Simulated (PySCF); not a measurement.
Stepwise substitution at one centre (In Cl-CH3). Isolated molecules, 0 K electronic values unless said otherwise. Strings in code marks are SMILES.

Quantity: redistribution energy (mixed species minus the weighted end members), in kJ/mol.

Level 1: B3LYP/6-311+G** (LANL2DZ on In) // PBE-D3(BJ)/def2-TZVP (PySCF)
Level 2: BP86/6-31G* (LANL2DZ on In) // PBE-D3(BJ)/def2-TZVP (PySCF)
Level 3: PBE/6-31G* (LANL2DZ on In) // PBE-D3(BJ)/def2-TZVP (PySCF)
Level 4: HF/6-31G* (LANL2DZ on In) // PBE-D3(BJ)/def2-TZVP (PySCF)

```csv
species,level 1,level 2,level 3,level 4
2 of 3 Cl replaced by CH3: `[CH3][In]([CH3])[Cl]`,-33.15,-36.14,-36.69,-37.49
1 of 3 Cl replaced by CH3: `[CH3][In]([Cl])[Cl]`,-33.14,-37.33,-37.65,-39.08
```
